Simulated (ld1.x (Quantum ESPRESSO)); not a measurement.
**What one change does to a pseudopotential (indium (In), TM)**

* Element: indium (In)
* Generator: ld1.x (Quantum ESPRESSO) 7.5
* Type: norm-conserving Troullier–Martins (Kleinman–Bylander form)
* Functional: PBEsol
* Relativity: scalar-relativistic
* Frozen core: [Kr] 4d10
* Valence charge: 3
* Reference configuration: 5s2 5p1
* Partial waves: 5s (bound): rc 2.25 bohr; 5p (bound): rc 1.95 bohr
* Local potential: the p channel
* Core correction: Bessel-smoothed model core inside 1.80 bohr

Change: all radii but the core radius scaled by about 1.38 (s 3.10, p 2.68 bohr).

Cutoffs: the cutoffs (Ry, on a coarse ladder) from which the occupation-weighted sum of valence levels, in a spherical-Bessel basis at the reference potential, stays within 10 and 1 mRy of its value at 400 Ry; they do not see the model core or the augmentation charge, which bear on the density cutoff. Errors are all-electron minus pseudo energies relative to the spin-unpolarised reference configuration.

Question: Predict the effect on cutoff, ghosts and configuration errors.

Answer: The potential gets softer (21 Ry and 30 Ry → 8 Ry and 15 Ry); the bound ghost in s disappears; of the 7 tests that both files solve, the error grows in 3 and shrinks in 2 by more than 15 % and 0.3 meV (median size 20.5 → 48.3 meV). A larger radius leaves more room for a smooth pseudo-wave, so fewer plane waves are needed.

```tsv
quantity	base	changed
cutoff, loose	21 Ry	8 Ry
cutoff, tight	30 Ry	15 Ry
loose cutoff by channel (10 mRy a level)	s 8 Ry, p 18 Ry	s 6 Ry, p 6 Ry
bound ghosts	s	none
error for 5s2 5p0, meV [ΔE 5.36 eV]	-18	-13
error for 5s1 5p0, meV [ΔE 24.64 eV]	-240	-242
error for 5s2 5p0.5, meV [ΔE 1.94 eV]	-2.8	-2.3
error for 5s1 5p1, meV [ΔE 12.01 eV]	-62	-86
error for 5s2 5p1.3, meV [ΔE -0.53 eV]	-0.2	-0.1
error for 5s0 5p3, meV [ΔE 12.01 eV]	-74	-210
error for 5s1 5p2, meV [ΔE 5.88 eV]	-21	-48
```

 A true bound ghost makes a file unfit for plane-wave use even where its test errors are small: the radial tests pick states by their node count and pass the ghost by.
